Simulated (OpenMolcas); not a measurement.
**Te4+: effect of the IPEA shift**

```yaml
Program: OpenMolcas
Basis: ANO-RCC [10s9p8d5f3g]
Scalar_Hamiltonian: DKH2, point nucleus
Active_space: 2 electrons in 9 orbitals (RAS2 5s 5p; RAS3 5d, at most 2 electrons)
State_averaging: 2S+1 = 3 even, 3 roots; 2S+1 = 1 even, 7 roots; 2S+1 = 3 odd, 3 roots; 2S+1 = 1 odd, 3 roots
Spin-orbit_coupling: state interaction with AMFI integrals over the reference wave functions, term energies averaged over their components
```

Methods on the same reference wave functions:
A. RASSCF
B. MS-RASPT2, IPEA 0 Eh, imaginary shift 0.1 Eh (closed shells correlated: 4d)
C. MS-RASPT2, IPEA 0.25 Eh, imaginary shift 0.1 Eh (closed shells correlated: 4d)

Energies in cm-1 above 5s2 1S0, the measured ground level; measured values from Moore, Atomic Energy Levels, vol. III, NSRDS-NBS 35 (1971 reprint of NBS Circular 467, 1958).

| Level | A | B | C | Measured |
| --- | --- | --- | --- | --- |
| 5s2 1S0 | 0.0 | 0.0 | 0.0 | 0.0 |
| 5s 5p 3P* 0 | 69537 | 76160 | 76120 |  |
| 5s 5p 3P* 1 | 72252 | 78740 | 78710 |  |
| 5s 5p 3P* 2 | 78972 | 85590 | 85550 |  |
| 5s 5p 1P* 1 | 113198 | 110230 | 110450 | 111707 |
| 5p2 3P0 | 173094 | 177110 | 177340 | 176248 |
| 5p2 1D2 [64 %] | 175499 | 183270 | 183350 | 182797 |
| 5p2 3P1 | 177903 | 182250 | 182480 | 182419 |
| 5p2 3P2 [64 %] | 185637 | 191110 | 191260 | 192592 |

Deviations, from unrounded energies. A percentage is the sum of absolute deviations over the sum of measured energies, with the sign that they share, or ± where signs differ.

```json
{"Against measurement": "mean absolute deviation (cm-1)", "Levels": "5", "A": "4700", "B": "890", "C": "860"}
{"Against measurement": "other configurations (%)", "Levels": "5", "A": "±2.8", "B": "±0.5", "C": "±0.5"}
```

B, C lie about equally close to measurement and A furthest from it. The largest miss of C in the table is 5p2 3P2 [64 %], by -1300 cm-1. The ranking rests on the paired levels alone, and a cruder setting can come out closer through cancelling errors.

Between B and C the level of the table that moves most is 5p2 3P0, by 230 cm-1 (lowest in B, highest in C). Moves below CASPT2's spread within the term are not significant.

The lowest spin-free term lies below A's lowest term by 0.468 hartree in B, 0.466 hartree in C.

Term energies are means over components that CASPT2 splits; among the terms shown or strongly mixed into the levels shown the widest spread is 22 cm-1 (5p2 1D, C). Active for correlation alone: 5d; no level in the range computed is led by a configuration that fills it, so any true level of that kind is missing. Some terms mix strongly with configurations of 5d, whose occupation reaches 0.24 (5p2 1D). Computed and measured levels are paired by configuration, term and J; levels that our copy of the source lacks, or whose pairing is in doubt (as where it misses far off the trend of its configuration), stay unpaired and out of the deviations. Levels of configurations outside the active space are missing. The table leaves out levels that lie high or whose names do not pair safely across all columns.

A share in square brackets marks a mixed level and gives the weight of the term that names it, the lowest over the columns. * marks odd parity.
